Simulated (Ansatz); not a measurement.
System: YF3, net charge -1, doublet state. The spin state was set by rule; other spins were not relaxed. 
Coordinates optimised at B3LYP-D3(BJ)/def2-TZVP (Ansatz, a quantum-chemistry and plane-wave program):
```
Y
F 1 2.0520
F 1 2.0520 2 111.55
F 1 2.0520 2 111.55 3 -125.49
```
Charge -1, spin multiplicity 2.

Total electronic energies in hartree. Valence correlation only, unless marked. UHF or UKS for open shells. Spin-orbit coupling is left out. The frozen core is the preceding noble-gas configuration, with the filled d and f shells of earlier blocks. Past Kr the def2 sets carry scalar-relativistic core potentials. CBS marks a two-point X^-3 extrapolation of the correlation energy; Hartree-Fock from the larger set. [CCSD(T)-MP2]/basis is that difference in the basis named.

| level | program | energy (Eh) |
|---|---|---|
| HF/def2-SVPD | Ansatz | -336.27821 |
| HF/def2-QZVPP | Ansatz | -336.65653 |
| PBE-D4/def2-TZVPD | Ansatz + dftd4 | (withheld) |
| BLYP-D3(BJ)/def2-TZVPD | Ansatz + dftd3 | -338.25798 |
| revPBE-D4/def2-TZVPD | Ansatz + dftd4 | -338.23066 |
| r2SCAN-D3(BJ)/def2-TZVPD | Ansatz + dftd3 | -338.19199 |
| r2SCAN0-D4/def2-TZVPD | Ansatz + dftd4 | -338.11810 |
| r2SCAN0/def2-TZVPD | Ansatz | -338.11737 |
| HSE06-D4/def2-TZVPD | Ansatz + dftd4 | -337.98476 |
| wB97M-V/def2-TZVPD | Ansatz | (withheld) |
| MP2/def2-SVPD | Ansatz | -336.94686 |
| SCS-MP2/def2-SVPD | Ansatz | -336.91684 |
| SCS-MP2/def2-TZVPP | Ansatz | -337.45080 |
| CCSD(T)/def2-SVP | Ansatz | -336.88936 |
| RI-MP2/CBS(def2-TZVPPD,def2-QZVPPD)+[CCSD(T)-MP2]/def2-SVPD | Ansatz | -337.6467 |

Q: Complete the blanks.

A: 
- PBE-D4/def2-TZVPD, energy (Eh): -338.02477
- wB97M-V/def2-TZVPD, energy (Eh): -338.14707
